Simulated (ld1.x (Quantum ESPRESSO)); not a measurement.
Results of a calculation; reference values are marked as such.
**Potentials for chlorine compared**

Generated with ld1.x 7.5 (TM, RRKJ, ultrasoft, PAW), atompaw 4.2 or ONCVPSP 4.0.1. The cutoff is in Ry: for ld1.x and atompaw files where the sum of valence levels is converged to 10 mRy in a Bessel basis, for ONCV files where the hardest occupied wave has 1 mHa per electron of residual kinetic energy. The error is the largest all-electron minus pseudo excitation energy over each file’s own four to seven test configurations (ionisations up to +4, promotions, holes and added fractions of an electron), all of which were solved. The labels leave out finer settings (local radius, basis sizes, second energies), which also bear on the numbers. Spin-polarised tests are not counted. The rows are a selection from randomly drawn settings: files with unsolved tests, undetermined cutoffs or missed reference levels are left out.

```tsv
potential	cutoff (Ry)	largest error (meV)	bound ghosts
TM semilocal, PBE, scalar-relativistic, rc 1.25/1.98/1.35 (spd), local s, core correction no, reference 3s2 3p5	50	+56	none
ultrasoft, PBE, non-relativistic, rc 1.35/1.35/1.30 (spd), local smoothed, core correction no, reference 3s1.75 3p5.25	25	+48	none
TM, PBE, scalar-relativistic, rc 1.35/1.15/1.15 (spd), local d, core correction yes, reference 3s1 3p6	70	+640	none
TM, PBE, scalar-relativistic, rc 1.30/1.45 (sp), local p, core correction yes, reference 3s1 3p6	35	+187	none
ultrasoft, PBE, non-relativistic, rc 1.50/1.45 (sp), local smoothed, core correction no, reference 3s2 3p4	25	+26	none
PAW, BP86, non-relativistic, rc 1.35/1.25 (sp), local smoothed, core correction yes, reference 3s2 3p5	18	-26	none
```

(1) Fill in the row for Cl: PAW, PBEsol, non-relativistic, rc 1.15/1.50/1.35 (spd), local smoothed, core correction yes, reference 3s2 3p5.

(2) Fill in the row for Cl: TM, PBE, scalar-relativistic, rc 1.00/1.30 (sp), local smoothed, core correction yes, reference 3s2 3p4.5.

Results:

(1) cutoff 30 Ry, largest error -25 meV, bound ghosts: none.

(2) cutoff 110 Ry, largest error +258 meV, bound ghosts: none.
